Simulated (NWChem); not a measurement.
System: TiOF₂; SMILES [O]=[Ti]([F])[F]

NWChem printed, in part:

```
             Northwest Computational Chemistry Package (NWChem) 7.3.0
             --------------------------------------------------------

 CS  symmetry detected

                             Geometry "geometry" -> ""
                             -------------------------

 Output coordinates in angstroms (scale by  1.889725989 to convert to a.u.)

  No.       Tag          Charge          X              Y              Z
 ---- ---------------- ---------- -------------- -------------- --------------
    1 Ti                  22.0000     0.03141607    -0.12664794     0.00000000
    2 O                    8.0000     1.59366354     0.12008336     0.00000000
    3 F                    9.0000    -0.74669233     0.10142154     1.57457000
    4 F                    9.0000    -0.74669233     0.10142154    -1.57457000

 Effective nuclear repulsion energy (a.u.)     217.8313414108

      Symmetry information
      --------------------

 Group name             Cs
 Group number              2
 Group order               2
 No. of unique centers     3

                                 NWChem DFT Module
                                 -----------------

 Summary of "ao basis" -> "ao basis" (spherical)
 ------------------------------------------------------------------------------
       Tag                 Description            Shells   Functions and Types
 ---------------- ------------------------------  ------  ---------------------
 Ti                        def2-svpd                12       34   5s4p2d1f
 O                         def2-svpd                 9       23   4s3p2d
 F                         def2-svpd                 9       23   4s3p2d

      Symmetry analysis of basis
      --------------------------

        a'         62
        a"         41

            General Information
            -------------------
          SCF calculation type: DFT
          Wavefunction type:  closed shell.
          No. of atoms     :     4
          No. of electrons :    48
           Alpha electrons :    24
            Beta electrons :    24
          Charge           :     0
          Spin multiplicity:     1
          Use of symmetry is: off; symmetry adaption is: on
          Maximum number of iterations: 150
          AO basis - number of functions:   103
                     number of shells:    39
          Convergence on energy requested:  1.00D-06
          Convergence on density requested:  1.00D-05
          Convergence on gradient requested:  5.00D-04

              XC Information
              --------------
                     Hartree-Fock (Exact) Exchange  1.000
                   CAM-Becke88 Exchange Functional  1.000
                      VWN V Correlation Functional  0.190 local
              Lee-Yang-Parr Correlation Functional  0.810

           Range-Separation Parameters
           ---------------------------
           Alpha           :  0.19
           Beta            :  0.46
           Gamma           :  0.33
           Short-Range HF  :     F

             Grid Information
             ----------------
          Grid used for XC integration:  medium
          Radial quadrature: Mura-Knowles
          Angular quadrature: Lebedev.
          Tag              B.-S. Rad. Rad. Pts. Rad. Cut. Ang. Pts.
          ---              ---------- --------- --------- ---------
          Ti                  1.40      112          10.0       590
          O                   0.60       49          10.0       434
          F                   0.50       49          11.0       434
          Grid pruning is: on
          Number of quadrature shells:   259
          Spatial weights used:  Erf1

      Superposition of Atomic Density Guess
      -------------------------------------

 Sum of atomic energies:       -1121.54749973

      Non-variational initial energy
      ------------------------------

 Total energy =   -1121.212603
 1-e energy   =   -1976.419414
 2-e energy   =     637.375469
 HOMO         =      -0.496844
 LUMO         =      -0.105308

      Symmetry analysis of molecular orbitals - initial
      -------------------------------------------------

  Numbering of irreducible representations:

     1 a'          2 a"

  Orbital symmetries:

     1 a'          2 a'          3 a"          4 a'          5 a'
     6 a'          7 a"          8 a'          9 a'         10 a'
    11 a"         12 a'         13 a'         14 a"         15 a'
    16 a'         17 a"         18 a"         19 a'         20 a'
    21 a"         22 a'         23 a"         24 a'         25 a'
    26 a'         27 a'         28 a"         29 a'         30 a"
    31 a'         32 a'         33 a"         34 a'

   convergence    iter        energy       DeltaE   RMS-Dens  Diis-err
 ---------------- ----- ----------------- --------- --------- ---------
 d= 0,ls=0.0,diis     1  -1123.5829313620 -1.34D+03  4.42D-02  4.52D+00
 d= 0,ls=0.0,diis     2  -1109.9564454928  1.36D+01  3.56D-02  1.26D+02

 !! scf_movecs_sym_adapt:    2 vectors were symmetry contaminated

  Symmetry fudging
 d= 0,ls=0.0,diis     3  -1124.0259996473 -1.41D+01  3.44D-03  2.42D+00
 d= 0,ls=0.0,diis     4  -1124.1761611511 -1.50D-01  1.63D-03  4.91D-01
 d= 0,ls=0.0,diis     5  -1124.2088686253 -3.27D-02  1.20D-03  1.45D-01
  Resetting Diis
 d= 0,ls=0.0,diis     6  -1124.2178521107 -8.98D-03  7.33D-04  4.11D-02
 d= 0,ls=0.0,diis     7  -1124.2215912986 -3.74D-03  1.01D-04  4.80D-05
 d= 0,ls=0.0,diis     8  -1124.2215836372  7.66D-06  5.69D-05  1.80D-04
 d= 0,ls=0.0,diis     9  -1124.2215995942 -1.60D-05  2.20D-05  9.96D-06
 d= 0,ls=0.0,diis    10  -1124.2216008540 -1.26D-06  1.49D-05  2.65D-06
 d= 0,ls=0.0,diis    11  -1124.2216013730 -5.19D-07  1.35D-05  3.11D-07
 d= 0,ls=0.0,diis    12  -1124.2216015360 -1.63D-07  2.97D-06  1.78D-08

         Total DFT energy =    -1124.221601536010
      One electron energy =    -1979.139860673015
           Coulomb energy =      708.615908797339
    Exchange-Corr. energy =      -71.528991071178
 Nuclear repulsion energy =      217.831341410844

 Numeric. integr. density =       48.000003059181

                  Occupations of the irreducible representations
                  ----------------------------------------------

                     irrep           alpha         beta
                     --------     --------     --------
                     a'               16.0         16.0
                     a"                8.0          8.0

                       DFT Final Molecular Orbital Analysis
                       ------------------------------------

 Vector   22  Occ=2.000000D+00  E=-4.460443D-01  Symmetry=a'
              MO Center=  1.2D+00,  4.1D-02,  9.8D-12, r^2= 1.3D+00
   Bfn.  Coefficient  Atom+Function         Bfn.  Coefficient  Atom+Function
  ----- ------------  ---------------      ----- ------------  ---------------
    40      0.496580  2 O  py                43      0.327612  2 O  py
    18      0.301353  1 Ti d -2              39     -0.219479  2 O  px
    10     -0.137919  1 Ti py                42     -0.135096  2 O  px
    23      0.125131  1 Ti d -2              46      0.084884  2 O  py
    63     -0.077273  3 F  py                86     -0.077273  4 F  py

[...]

                                NWChem TDDFT Module
                                -------------------

            General Information
            -------------------
           No. of orbitals :     206
            Alpha orbitals :     103
             Beta orbitals :     103
        Alpha frozen cores :       0
         Beta frozen cores :       0
     Alpha frozen virtuals :       0
      Beta frozen virtuals :       0
         Spin multiplicity :       1
    Number of AO functions :     103
        Use of symmetry is : off
      Symmetry adaption is : on
         Schwarz screening :  0.10D-07

              XC Information
              --------------
              Hartree-Fock (Exact) Exchange   1.00
            CAM-Becke88 Exchange Functional   1.00
               VWN V Correlation Functional   0.19 local
       Lee-Yang-Parr Correlation Functional   0.81
           Alpha           :  0.19
           Beta            :  0.46
           Gamma           :  0.33

             TDDFT Information
             -----------------
          Calculation type : Tamm-Dancoff TDDFT
         Wavefunction type : Restricted singlets
          No. of electrons :      48
           Alpha electrons :      24
            Beta electrons :      24
              No. of roots :       6
          Max subspacesize :    5200
            Max iterations :     100
               Target root :       1
           Target symmetry : none
      Symmetry restriction : off
                 Algorithm : Optimal
        Davidson threshold :  0.10D-03

    6 smallest eigenvalue differences (eV)
--------------------------------------------------------
  No. Spin  Occ  Vir  Irrep   E(Occ)    E(Vir)   E(Diff)
--------------------------------------------------------
    1    1   24   25 a"       -0.423    -0.099     8.815
    2    1   23   25 a'       -0.436    -0.099     9.174
    3    1   22   25 a'       -0.446    -0.099     9.452
    4    1   24   26 a'       -0.423    -0.059     9.883
    5    1   23   26 a"       -0.436    -0.059    10.242
    6    1   22   26 a"       -0.446    -0.059    10.520
--------------------------------------------------------

  Entering Davidson iterations
  Restricted singlet excited states

  Iter   NTrls   NConv    DeltaV     DeltaE      Time
  ----  ------  ------  ---------  ---------  ---------
    1      6       0     0.15E+00   0.10+100       30.5
    2     12       0     0.46E-01   0.96E-02       30.6
    3     18       0     0.20E-01   0.38E-02       30.6
    4     24       0     0.90E-02   0.54E-03       30.6
    5     30       0     0.92E-02   0.25E-03       31.1
    6     36       0     0.52E-02   0.13E-03       32.0
    7     42       2     0.18E-02   0.29E-04       31.6
    8     46       2     0.76E-03   0.36E-05       29.4
    9     50       4     0.23E-03   0.46E-06       21.2
   10     52       5     0.11E-03   0.40E-07       23.8
   11     53       6     0.90E-04   0.50E-08       22.8
  ----  ------  ------  ---------  ---------  ---------
  Convergence criterion met

  Ground state a'      -1124.221601536010 a.u.

  ----------------------------------------------------------------------------
  Root   1 singlet a"             0.158087685 a.u.                4.3018 eV
  ----------------------------------------------------------------------------
     Transition Moments    X -0.00000   Y -0.00000   Z -0.15586
     Dipole Oscillator Strength                    0.0025603078
     Electric Quadrupole                           0.0000000003
     Magnetic Dipole                               0.0000001886
     Total Oscillator Strength                     0.0025604967

     Occ.   17  a"  ---  Virt.   25  a'      -0.06090
     Occ.   24  a"  ---  Virt.   25  a'       0.98174
     Occ.   24  a"  ---  Virt.   27  a'      -0.06121
     Occ.   24  a"  ---  Virt.   28  a'      -0.13389
  ----------------------------------------------------------------------------
  Root   2 singlet a'             0.169916571 a.u.                4.6237 eV
  ----------------------------------------------------------------------------
     Transition Moments    X  0.11461   Y  0.02604   Z -0.00000
     Dipole Oscillator Strength                    0.0015649148
     Electric Quadrupole                           0.0000000041
     Magnetic Dipole                               0.0000000049
     Total Oscillator Strength                     0.0015649238

     Occ.   19  a'  ---  Virt.   25  a'      -0.05086
     Occ.   22  a'  ---  Virt.   25  a'      -0.14233
     Occ.   22  a'  ---  Virt.   27  a'      -0.19249
     Occ.   22  a'  ---  Virt.   28  a'       0.06697
     Occ.   23  a'  ---  Virt.   25  a'       0.94522
     Occ.   23  a'  ---  Virt.   27  a'      -0.09114
     Occ.   23  a'  ---  Virt.   28  a'      -0.12945
     Occ.   24  a"  ---  Virt.   26  a"      -0.05599
  ----------------------------------------------------------------------------
  Root   3 singlet a'             0.176486646 a.u.                4.8024 eV
  ----------------------------------------------------------------------------
     Transition Moments    X -0.08414   Y  0.26895   Z  0.00000
     Dipole Oscillator Strength                    0.0093438490
     Electric Quadrupole                           0.0000000116
     Magnetic Dipole                               0.0000017538
     Total Oscillator Strength                     0.0093456144

     Occ.   20  a'  ---  Virt.   25  a'      -0.07426
     Occ.   22  a'  ---  Virt.   25  a'      -0.93330
     Occ.   22  a'  ---  Virt.   27  a'       0.06776
     Occ.   22  a'  ---  Virt.   28  a'       0.13960
     Occ.   23  a'  ---  Virt.   25  a'      -0.11948
     Occ.   24  a"  ---  Virt.   26  a"       0.27728
  ----------------------------------------------------------------------------
  Root   4 singlet a'             0.191083606 a.u.                5.1997 eV
  ----------------------------------------------------------------------------
     Transition Moments    X -0.10658   Y  0.19733   Z  0.00000
     Dipole Oscillator Strength                    0.0064077149
     Electric Quadrupole                           0.0000000056
     Magnetic Dipole                               0.0000007774
     Total Oscillator Strength                     0.0064084979

     Occ.   22  a'  ---  Virt.   25  a'      -0.25986
     Occ.   22  a'  ---  Virt.   27  a'       0.11337
     Occ.   23  a'  ---  Virt.   25  a'      -0.07292
     Occ.   23  a'  ---  Virt.   27  a'      -0.05969
     Occ.   24  a"  ---  Virt.   26  a"      -0.94996
  ----------------------------------------------------------------------------
  Root   5 singlet a"             0.195150758 a.u.                5.3103 eV
  ----------------------------------------------------------------------------
     Transition Moments    X -0.00000   Y  0.00000   Z -0.03926
     Dipole Oscillator Strength                    0.0002005258
     Electric Quadrupole                           0.0000000014
     Magnetic Dipole                               0.0000000797
     Total Oscillator Strength                     0.0002006069

     Occ.   23  a'  ---  Virt.   26  a"       0.95574
     Occ.   24  a"  ---  Virt.   27  a'      -0.26291
  ----------------------------------------------------------------------------
  Root   6 singlet a"             0.205686229 a.u.                5.5970 eV
  ----------------------------------------------------------------------------
     Transition Moments    X -0.00000   Y  0.00000   Z  0.00649
     Dipole Oscillator Strength                    0.0000057813
     Electric Quadrupole                           0.0000000078
     Magnetic Dipole                               0.0000008397
     Total Oscillator Strength                     0.0000066289

     Occ.   20  a'  ---  Virt.   26  a"       0.09775
     Occ.   22  a'  ---  Virt.   26  a"       0.93021
     Occ.   23  a'  ---  Virt.   26  a"      -0.06612
     Occ.   24  a"  ---  Virt.   25  a'      -0.05862
     Occ.   24  a"  ---  Virt.   27  a'      -0.31565
     Occ.   24  a"  ---  Virt.   31  a'      -0.06254

              Target root =      1
          Target symmetry = none
      Ground state energy =  -1124.221601536010
        Excitation energy =      0.158087685292
     Excited state energy =  -1124.063513850718

  stored tddft:energy   -1124.0635138507182
```

Level: CAM-B3LYP/def2-SVPD, TDA. Coordinates come from a PBE0/def2-SVP optimisation.

**Question.** Write an input that gives this output.

**Answer.** Several could match; the one computed here: the input that was run:
```
start job
memory heap 200 mb stack 900 mb global 1100 mb
geometry units angstroms noautoz
  Ti     0.024679    -0.076325     0.000000
  O      1.581534     0.202415     0.000000
  F     -0.757946     0.135728    -1.574570
  F     -0.757946     0.135728     1.574570
end
basis spherical
  * library def2-svpd
end
dft
  xc xcamb88 1.00 lyp 0.81 vwn_5 0.19 hfexch 1.00
  cam 0.33 cam_alpha 0.19 cam_beta 0.46
  iterations 150
end
tddft
  cis
  nroots 6
  notriplet
end
task tddft energy
```
